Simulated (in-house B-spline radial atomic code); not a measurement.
How numerical settings move a run on neutral thulium, [Xe] 4f13 6s2. Computed with an all-electron radial atomic-structure program (B-spline basis): Dirac-Kohn-Sham BLYP, spherical fractional occupations, Fermi nucleus of rms radius 5.2256 fm.

Command:
```bash
python run_scf.py task.json out
```
Settings of the sound reference run:
```
Z                69
electrons        69
configuration    [Xe] 4f13 6s2
hamiltonian      dirac
method           b88,lyp
spin_polarised   False
nucleus          fermi
rms_radius       5.2256
mass_number      169
atomic_mass      168.9342
speed_of_light   137.036
knot_spacing     0.22
spline_order     8
gauss_points     12
box_radius       50
max_iterations   70
damping          0.5
damped_steps     3
diis_vectors     10
tolerance        1e-08
start            Thomas-Fermi
```

Time taken, with all properties: 2.4 s on 1 thread of Intel(R) Xeon(R) Platinum 8488C, with other jobs on the host.

It converges in 13 iterations to -13581.572639 hartree, with 4f7/2 at -2.35555 eV. The other runs change the listed settings, some to values that make no sense; their results aren't properties of the atom or ion. Radii are in bohr (the nuclear one in fm), a minus after a letter asks for a j subshell, and «unchanged» means within 1e-8 hartree. The run stops when the residual is below 10 × tolerance × max(1, Z/10), or a noise floor if that is larger, and the energy moves by less than 1e-8 × √|E| hartree; so very loose and very tight tolerances often act alike.

| changed settings | outcome |
| --- | --- |
| gauss_points = 6, first_knot = 0.0435, max_iterations = 100, damping = 0.2 | converged in 15 iterations, energy +5.53e+02 hartree from the reference, 4f7/2 level -1.8e+00 eV |
| knot_spacing = 0.3 | converged in 13 iterations, energy +1.41e-04 hartree from the reference, 4f7/2 level +1.2e-05 eV |
| max_iterations = 8, tolerance = 1e-10 | not converged after 8 iterations, last residual 6.5e-03, last energy +3.92e-03 hartree from the reference |
| max_iterations = 75, damping = 0.8, diis_vectors = 0, start = bare nucleus | converged in 61 iterations, energy unchanged, 4f7/2 level -1.4e-05 eV |
| gauss_points = 16 | converged in 13 iterations, energy unchanged |
| knot_spacing = 0.4 | converged in 13 iterations, energy +8.96e-03 hartree from the reference, 4f7/2 level -7.0e-04 eV |
| start = bare nucleus | converged in 14 iterations, energy unchanged, 4f7/2 level -1.2e-04 eV |
| knot_spacing = 1.4 | converged in 10 iterations, energy +1.42e+03 hartree from the reference, 4f7/2 level -2.3e+02 eV (the program warns: 3s1/2 reaches the box edge; 3p1/2 reaches the box edge) |
| max_iterations = 8, damped_steps = 1, diis_vectors = 1, tolerance = 1e-06 | not converged after 8 iterations, last residual 4.1e+00, last energy +7.82e+02 hartree from the reference |
| gauss_points = 4 | converged in 13 iterations, energy +9.60e-06 hartree from the reference, 4f7/2 level -1.5e-06 eV |
| knot_spacing = 0.75 | converged in 15 iterations, energy +5.22e+01 hartree from the reference, 4f7/2 level -3.5e+00 eV |
| gauss_points = 3 | converged in 13 iterations, energy +1.71e-03 hartree from the reference, 4f7/2 level -1.6e-05 eV |
| knot_spacing = 0.15 | converged in 13 iterations, energy -6.00e-06 hartree from the reference, 4f7/2 level +3.9e-06 eV |
| method = hf, speed_of_light = 62.11842 | converged in 16 iterations to -15233.6621 hartree, a different physical problem |

Q: What happens with knot_spacing = 1?

A: Converged in 10 iterations, energy +3.09e+02 hartree from the reference, 4f7/2 level -7.8e+01 eV (the program warns: 4s1/2 reaches the box edge; 4p3/2 reaches the box edge).

Q: What happens with knot_spacing = 0.1?

A: Converged in 13 iterations, energy -6.20e-06 hartree from the reference, 4f7/2 level +4.6e-06 eV.

Q: What happens with gauss_points = 5?

A: Converged in 13 iterations, energy -1.94e-07 hartree from the reference.

Q: What happens with electrons = 70, configuration = [Xe] 4f13 6s2 7s-1, max_iterations = 100?

A: Stopped with error: j subshells need the Dirac Hamiltonian and l > 0.
